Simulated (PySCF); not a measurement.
## Calculated data, C$_{2}$H$_{5}$AlB, CH$_{2}$AlCl$_{2}$, CH$_{4}$B$_{2}$Si, AlB$_{2}$H$_{5}$N

Computed with PySCF 2.14.0. Calculation on a computer-drawn molecule: optimised geometry and harmonic frequencies of an isolated molecule of the commonest isotopes, restricted reference for singlets and unrestricted otherwise, frozen core in MP2.

Common to all runs: basis cc-pV(D+d)Z.

(1) C$_{2}$H$_{5}$AlB

Start structure:
```xyz
9
C2H5AlB
C     -1.1152     0.3217    -1.3335
C     -0.3130     0.0916    -0.0772
B     -0.4788    -0.5923     1.1064
Al    -0.3575    -1.4514     2.8728
H     -1.2991     1.4065    -1.4450
H     -2.0874    -0.2165    -1.3488
H     -0.4684     0.0065    -2.1630
H      0.6816     0.6534    -0.0884
H     -0.2211    -2.1190     4.3328
```

| Quantity | Value |
| --- | --- |
| charge | 1 |
| multiplicity | 1 |
| method | HF |
| rotational constants | 41.7, 2.011, 1.942 GHz |
| total energy | -344.9229 hartree |
| convergence status largest gradient component | 1.82e-05 hartree/bohr |

Drawn bonds:
```
atom  other atom  order
   1           2      1
   2           3      2
   3           4      1
   1           5      1
   1           6      1
   1           7      1
   2           8      1
   4           9      1
```

Optimised structure:
```xyz
9
C2H5AlB
C     -1.1108     0.2940    -1.2824
C     -0.1822     0.1999    -0.1043
B     -0.3087    -0.4970     1.1007
Al    -0.3799    -1.4607     2.8763
H     -1.3769     1.3392    -1.4510
H     -2.0220    -0.2846    -1.1463
H     -0.5966    -0.0608    -2.1776
H      0.7488     0.7655    -0.1926
H     -0.4306    -2.1950     4.2333
```

Modes:
```
frequency (cm⁻¹)  reduced mass (dalton)
           103.3                  3.226
           117.8                  2.288
           228.4                  1.391
           354.3                  2.165
           450.4                  1.196
           467.3                  1.977
           541.9                  4.177
           774.6                  1.224
           993.8                  1.421
            1073                  2.608
            1123                  1.515
            1282                  1.378
            1505                  1.186
            1558                   1.32
            1575                  1.043
            1656                  2.871
            2158                  1.047
            3192                  1.036
            3255                  1.083
            3266                  1.102
            3301                  1.105
```

(2) CH$_{2}$AlCl$_{2}$

Start structure:
```xyz
6
CH2AlCl2
C     -0.6499    -0.1366     0.6642
Al    -2.2387    -0.8771     1.4111
Cl    -3.9250    -1.2545     0.2192
Cl    -2.3624    -1.3434     3.4541
H     -0.5463     0.1183    -0.3884
H      0.2439     0.0733     1.2479
```

| Quantity | Value |
| --- | --- |
| charge | 0 |
| multiplicity | 2 |
| method | MP2 |
| rotational constants | 4.308, 2.211, 1.461 GHz |
| total energy | -1200.5299 hartree |
| spin squared | 0.7586 |
| convergence status largest gradient component | 2.266e-05 hartree/bohr |

Drawn bonds:
```
atom  other atom  order
   1           2      1
   2           3      1
   2           4      1
   1           5      1
   1           6      1
```

Optimised structure:
```xyz
6
CH2AlCl2
C     -0.6523    -0.1377     0.6654
Al    -2.2453    -0.8802     1.4144
Cl    -3.9248    -1.2534     0.2142
Cl    -2.3589    -1.3427     3.4573
H     -0.5475     0.1196    -0.3970
H      0.2503     0.0745     1.2537
```

Modes:
```
frequency (cm⁻¹)  reduced mass (dalton)
           158.4                  19.92
           161.1                  3.232
           209.7                  1.015
           218.2                  8.447
           435.2                  13.94
           580.1                   3.93
           631.8                  1.305
           693.5                  1.813
           761.3                  6.575
            1394                  1.129
            3177                  1.055
            3277                  1.111
```

(3) CH$_{4}$B$_{2}$Si

Start structure:
```xyz
8
CH4B2Si
B      0.2994    -0.7405     2.3366
C     -0.1286    -0.2888     0.9018
B      0.1491     1.0329     0.3478
Si     0.1695     2.3293    -0.8699
H      0.9671    -0.0439     3.0341
H      0.0847    -1.8032     2.7606
H     -0.6503    -1.0393     0.3114
H      0.7783     3.6408    -0.7225
```

| Item | Value |
| --- | --- |
| charge | 0 |
| multiplicity | 1 |
| method | HF |
| rotational constants | 24.44, 2.55, 2.309 GHz |
| total energy | -378.3897 hartree |
| convergence status largest gradient component | 1.669e-05 hartree/bohr |

Drawn bonds:
```
atom  other atom  order
   1           2      1
   2           3      2
   3           4      1
   1           5      1
   1           6      1
   2           7      1
   4           8      1
```

Optimised structure:
```xyz
8
CH4B2Si
B      0.3600    -0.4279     2.1033
C     -0.2944    -0.5146     0.7110
B     -0.0803     0.7068     0.0663
Si     0.2485     2.4808    -0.8294
H      0.9241     0.5819     2.4411
H      0.3274    -1.3467     2.8773
H     -0.8131    -1.3940     0.3551
H      0.9971     3.0011     0.3752
```

Modes:
```
frequency (cm⁻¹)  reduced mass (dalton)
           101.5                  3.031
           172.7                  1.718
           251.8                  1.894
           290.9                  3.195
           369.1                  1.194
           483.1                   5.94
           731.1                  1.217
           833.3                  1.294
           848.1                  1.167
            1057                  1.391
            1073                  2.714
            1152                  1.395
            1336                  1.278
            1614                  8.332
            2175                  1.041
            2645                  1.054
            2714                  1.124
            3369                  1.094
```

(4) AlB$_{2}$H$_{5}$N

Start structure:
```xyz
9
AlB2H5N
B     -2.4477     0.6825    -1.0689
B     -1.2537     1.7066    -1.3102
Al     0.1721     3.1206    -1.7692
N      0.3727     4.0171    -3.2896
H     -3.2863     0.4383    -1.7866
H     -2.4641     0.1198     0.0007
H      1.2710     3.4677    -0.6808
H     -0.1518     4.0190    -4.1423
H      1.2097     4.7185    -3.3642
```

| Property | Result |
| --- | --- |
| charge | 0 |
| multiplicity | 2 |
| method | HF |
| rotational constants | 18.96, 2.314, 2.062 GHz |
| total energy | -348.6050 hartree |
| spin squared | 0.7569 |
| convergence status largest gradient component | 1.938e-05 hartree/bohr |

Drawn bonds:
```
atom  other atom  order
   1           2      1
   2           3      1
   3           4      1
   1           5      1
   1           6      1
   3           7      1
   4           8      1
   4           9      1
```

Optimised structure:
```xyz
9
AlB2H5N
B     -2.4405     0.6943    -1.0671
B     -1.2598     1.7707    -1.3538
Al     0.2901     3.1696    -1.7032
N      0.3851     4.0123    -3.2512
H     -3.2722     0.4527    -1.9038
H     -2.5094     0.1156    -0.0136
H      1.3801     3.4866    -0.6045
H     -0.2411     3.9019    -4.0266
H      1.0897     4.6864    -3.4873
```

Modes:
```
frequency (cm⁻¹)  reduced mass (dalton)
           109.8                  2.773
           146.8                  2.715
           173.4                  1.122
           262.8                  2.362
           363.5                  1.268
           447.8                   5.03
           462.4                  1.249
           546.8                   1.13
           567.4                  1.127
           682.5                  1.725
           780.8                  1.324
           851.1                   5.35
           922.2                  1.356
            1061                  2.772
            1269                   1.51
            1677                   1.11
            1990                  1.042
            2646                  1.057
            2711                   1.12
            3776                  1.052
            3858                  1.093
```
